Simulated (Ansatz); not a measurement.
Consider the redistribution: `N[PH][Zn][F]` + `[SiH3]S` → `[F][ZnH]` + `NPS[SiH3]`.

Gas-phase electronic energies from Ansatz, PBE0-D4/def2-TZVP geometries. CCSD(T)/CBS is the MP2 limit (def2-TZVPP, def2-QZVPP) plus CCSD(T) − MP2 in def2-TZVPP, frozen cores. DFT in def2-TZVPP. For Zn outer-core shells are correlated without core-valence functions, which leaves a few kJ/mol of doubt a bond. Scalar relativity is left out up to krypton. Each species was taken in one conformer, which may not be the lowest.

(1) Is it downhill or uphill in electronic energy at CCSD(T)/CBS, and by how much? (Best estimate.)

(2) What do these levels give: CAM-B3LYP-D4, ωB97X-V, CCSD(T)/def2-SVP, MP2/def2-TZVPP, SCS-MP2/def2-TZVPP, MP2/CBS(def2)? (Best estimate.)

(3) What do rigid-rotor, harmonic-oscillator terms from PBE0-D4/def2-TZVP frequencies (298.15 K, 1 bar) make of the CCSD(T)/CBS value? (Best estimate.)

Largest T1 diagnostic among the species: 0.018.

## Answers

(1) Computed: Downhill: ΔE = -0.10 eV.

(2) Ansatz gave: CAM-B3LYP-D4 -0.13, ωB97X-V -0.13, CCSD(T)/def2-SVP -0.07, MP2/def2-TZVPP -0.20, SCS-MP2/def2-TZVPP -0.18, MP2/CBS(def2) -0.16 eV.

(3) Computed: ΔZPE = 0.00 eV, ΔH = -0.11 eV, ΔS = -24 J/(mol·K), ΔG = -0.04 eV.

At CCSD(T), def2-SVP lies +0.03 eV from the extrapolated value and def2-TZVPP −0.05 eV. Leaving LDA and LC-ωPBE aside and taking each functional with its dispersion term where it has one, the values, not all of them listed here, spread over 0.08 eV, from B97M-V to B2PLYP. LDA lies −0.08 eV from PBE without D4.
